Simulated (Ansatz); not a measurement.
Two members of one family (Oligo(p-phenylene), donor-acceptor), computed with Ansatz in the gas phase. The two geometries come from different levels. Binding counts from free atoms in the multiplicity of their measured ground term, without zero-point energy. Sets without diffuse functions give affinities that are too small. A dash marks a value that wasn't run or was left out as unsound. The structures are stationary points that may keep the symmetry of their start. Remarks come from the PBE and PBE0 runs and from stability tests at other levels; not every state was tested. A HOMO above zero means that the electron is unbound at that level and held by the basis, or that self-interaction error raises the level; the energy of removing that electron tells which.

First: CN(C)c1ccc(-c2ccc(-c3ccc(C#N)cc3)cc2)cc1 (singlet, charge 0, PBE-D4/def2-SVP geometry).

Cartesian coordinates in Å:
```
C 0.616 5.778 -3.233
N 0.546 4.419 -3.729
C 0.581 4.164 -5.155
C 0.418 3.366 -2.843
C 0.356 2.018 -3.294
C 0.223 0.962 -2.391
C 0.153 1.172 -0.994
C 0.015 0.047 -0.046
C -0.650 -1.149 -0.409
C -0.783 -2.211 0.489
C -0.255 -2.136 1.798
C -0.397 -3.260 2.750
C 0.598 -3.525 3.723
C 0.470 -4.582 4.625
C -0.671 -5.418 4.583
C -0.809 -6.504 5.507
N -0.922 -7.396 6.265
C -1.673 -5.166 3.616
C -1.531 -4.106 2.720
C 0.413 -0.944 2.164
C 0.543 0.118 1.266
C 0.216 2.513 -0.552
C 0.340 3.583 -1.438
H 0.743 6.473 -4.084
H 1.477 5.927 -2.542
H -0.308 6.079 -2.685
H 0.667 5.123 -5.699
H 1.450 3.530 -5.448
H -0.341 3.652 -5.513
H 0.425 1.786 -4.365
H 0.208 -0.065 -2.786
H -1.089 -1.241 -1.413
H -1.292 -3.130 0.160
H 1.505 -2.904 3.753
H 1.258 -4.779 5.367
H -2.566 -5.806 3.585
H -2.334 -3.908 1.996
H 0.821 -0.839 3.179
H 1.083 1.023 1.583
H 0.132 2.732 0.524
H 0.364 4.601 -1.031
```

```csv
level,HOMO (eV),LUMO (eV),gap (eV),vertical IE (eV),vertical EA (eV),vertical triplet (eV),binding per atom (eV)
PBE-D4/def2-SVP,-4.64,-2.47,2.16,–,–,–,5.39
PBE-D4/def2-TZVP,-4.73,-2.60,2.13,6.62,0.88,2.46,5.31
r2SCAN-D4/def2-TZVP,-4.85,-2.52,2.34,–,–,–,5.13
PBE0-D4/def2-SVP,-5.52,-1.82,3.70,–,–,–,5.27
PBE0-D4/def2-TZVP,-5.57,-1.90,3.66,6.82,0.75,2.81,5.19
```

Remarks: HOMO above zero (-1 doublet).

Second: CN(C)c1ccc(-c2ccc(-c3ccc(-c4ccc(C#N)cc4)cc3)cc2)cc1 (singlet, charge 0, r2SCAN-D4/def2-SVP geometry).

Cartesian coordinates in Å:
```
C 0.941 8.568 -1.380
N -0.232 7.753 -1.604
C -1.458 8.354 -2.078
C -0.192 6.405 -1.328
C -1.319 5.572 -1.542
C -1.270 4.212 -1.257
C -0.108 3.594 -0.755
C -0.065 2.151 -0.459
C 1.123 1.406 -0.606
C 1.164 0.043 -0.325
C 0.018 -0.646 0.120
C 0.062 -2.091 0.421
C 0.881 -2.967 -0.318
C 0.920 -4.330 -0.035
C 0.148 -4.880 1.006
C 0.192 -6.325 1.310
C 0.067 -6.792 2.633
C 0.108 -8.151 2.927
C 0.279 -9.091 1.891
C 0.323 -10.489 2.184
N 0.357 -11.630 2.424
C 0.406 -8.638 0.562
C 0.363 -7.277 0.283
C -0.670 -4.005 1.748
C -0.714 -2.644 1.459
C -1.170 0.096 0.268
C -1.211 1.458 -0.015
C 1.010 4.424 -0.547
C 0.979 5.789 -0.818
H 0.729 9.601 -1.689
H 1.242 8.587 -0.316
H 1.808 8.212 -1.968
H -1.304 9.432 -2.213
H -1.779 7.935 -3.050
H -2.290 8.217 -1.363
H -2.244 5.987 -1.948
H -2.155 3.604 -1.465
H 2.027 1.903 -0.965
H 2.108 -0.497 -0.434
H 1.483 -2.573 -1.141
H 1.580 -4.978 -0.620
H -0.038 -6.074 3.451
H 0.021 -8.498 3.959
H 0.528 -9.366 -0.245
H 0.434 -6.943 -0.756
H -1.297 -4.402 2.551
H -1.348 -1.989 2.064
H -2.084 -0.410 0.593
H -2.147 2.005 0.128
H 1.926 3.997 -0.128
H 1.873 6.381 -0.614
```

Problem. Estimate the same table for the second.

Solution. 
```csv
level,HOMO (eV),LUMO (eV),gap (eV),vertical IE (eV),vertical EA (eV),vertical triplet (eV),binding per atom (eV)
PBE-D4/def2-SVP,-4.54,-2.55,1.99,–,–,–,5.46
PBE-D4/def2-TZVP,-4.63,-2.66,1.96,6.40,1.09,2.44,5.38
r2SCAN-D4/def2-TZVP,-4.75,-2.58,2.16,–,–,–,5.20
PBE0-D4/def2-SVP,-5.42,-1.89,3.53,–,–,–,5.34
PBE0-D4/def2-TZVP,-5.46,-1.96,3.50,6.67,0.89,2.89,5.26
```

Remarks: HOMO above zero (-1 doublet).
